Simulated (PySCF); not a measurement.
## Mayer bond orders and bond lengths

Species: C7H6F3 (charge +1).
SMILES with atom numbers: `[F:1][C:2]([F:3])([F:4])[C@H:5]1[CH:6]=[CH:7][CH:8]=[CH:9][CH+:10]1` (hydrogens: H11 on C5; H12 on C6; H13 on C7; H14 on C8; H15 on C9; H16 on C10)

Cartesian coordinates in Å at the GFN2-xTB level; atoms count from 1:
```xyz
16
C7H6F3 angstrom
F     -2.6569   -1.2022    0.4088
C     -2.0237   -0.0448    0.3415
F     -2.8000    0.8384   -0.2612
F     -1.7754    0.3771    1.5721
C     -0.6667   -0.2083   -0.4486
C     -0.0152    1.0940   -0.6454
C      1.2951    1.2821   -0.3073
C      2.0336    0.2338    0.2593
C      1.4721   -1.0344    0.4638
C      0.1652   -1.2671    0.1400
H     -1.0249   -0.5649   -1.4355
H     -0.6113    1.9004   -1.0540
H      1.7625    2.2444   -0.4566
H      3.0583    0.4120    0.5582
H      2.0742   -1.8201    0.8961
H     -0.2945   -2.2313    0.3166
```

Bond orders from the PBE0/pcSseg-1 density (PySCF). Geometry: GFN2-xTB; no solvent, vibrations or thermal averaging.

Q: Where do the orders between heavy atoms depart from those drawn in the SMILES?

A: The largest departure is 0.683, at C8–C9 (drawn double, 1.317). Drawn single, order above 1.12: C7–C8 (1.317) and C9–C10 (1.572). Drawn double or triple, more than 0.30 short of the drawn order: C6–C7 (1.572) and C8–C9 (1.317). The SMILES, with its formal charges, is one Lewis structure only.

Q: Give the Mayer order of every bond between heavy atoms, beside its length.

A: 
```tsv
bond	drawn as	length (Å)	Mayer order
F1–C2	single	1.321	1.033
C2–F3	single	1.321	1.032
C2–F4	single	1.324	1.045
C2–C5	single	1.579	0.906
C5–C6	single	1.469	1.046
C6–C7	double	1.366	1.572
C7–C8	single	1.402	1.317
C8–C9	double	1.402	1.317
C9–C10	single	1.366	1.572
C10–C5	single	1.470	1.046
```

By pair of heavy elements: C–F: all 3 within 0.02 of one another (1.032 to 1.045). C–C: lowest C2–C5 (0.906, 1.579 Å), highest C6–C7 and C9–C10 (1.572, 1.366 Å). Bonds named together lie within 0.004.

Q: And the bonds to hydrogen?

A: C–H: 0.82 to 0.95 (6 bonds).

Q: Sum the orders of all bonds at each heavy atom with more than one neighbour and set the sums beside the valence in the SMILES.

A: C2 4.016 (drawn 4), C5 3.822 (drawn 4), C6 3.558 (drawn 4), C7 3.842 (drawn 4), C8 3.582 (drawn 4), C9 3.842 (drawn 4), C10 3.558 (drawn 3). Orders between atoms that aren't bonded are not in these sums.

The Mayer order sums products of elements of PS (density times overlap matrix) between the two atoms' basis functions, so it depends on the basis set.
